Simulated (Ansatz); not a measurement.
Gas-phase electronic energies from Ansatz, PBE0-D4/def2-TZVP geometries. CCSD(T)/CBS is the MP2 limit (def2-TZVPP, def2-QZVPP) plus CCSD(T) − MP2 in def2-TZVPP, frozen cores. DFT in def2-TZVPP. B3LYP here is the variant with VWN-RPA as its local correlation; programs differ in this. One conformer a species, not always the lowest.

Reaction (isomerisation): `C[SiH2]OCN` → `COCN[SiH3]`

| level | ΔE (kJ/mol) | difference from CCSD(T)/CBS |
| --- | --- | --- |
| PBE-D4 | 108.5 | -7.1 |
| r2SCAN-D4 | 115.2 | -0.4 |
| B3LYP-D4 | 109.2 | -6.4 |
| r2SCAN0-D4 | 116.4 | 0.8 |
| PBE-QIDH | 115.0 | -0.6 |
| PBE | 110.4 | -5.2 |
| B3LYP | 112.4 | -3.2 |
| r2SCAN0 | 116.9 | 1.3 |
| BHLYP | 113.9 | -1.7 |
| SCS-MP2/def2-QZVPP | 114.7 | -0.9 |
| CCSD(T)/CBS | 115.6 | 0 |

Question: What do rigid-rotor, harmonic-oscillator terms from PBE0-D4/def2-TZVP frequencies (298.15 K, 1 bar) make of the CCSD(T)/CBS value? (Best estimate.)

Answer: Ansatz gave: ΔZPE = -2.0 kJ/mol, ΔH = +112.1 kJ/mol, ΔS = -16 J/(mol·K), ΔG = +117.0 kJ/mol. Modes under 50 cm⁻¹ make the entropy rough.

Largest T1 diagnostic among the species: 0.011.

From BLYP to BHLYP (50 % exact exchange), in def2-TZVPP and without D4, ΔE moves by +3.5 kJ/mol. Leaving LDA and LC-ωPBE aside and taking each functional with its dispersion term where it has one, the values, not all of them listed here, spread over 12.5 kJ/mol, from revPBE-D4 to B97M-V. LDA lies −5.4 kJ/mol from PBE without D4. The D4 term adds −3.1 kJ/mol with B3LYP and −1.7 kJ/mol with PBE0; it sums over pairs of atoms, weighted by their polarisabilities, and B3LYP, whose exchange is more repulsive, gets the larger term.

CCSD(T)/CBS has its own doubt, a few kJ/mol and more with outer-core shells, so smaller differences from it don't rank the levels.
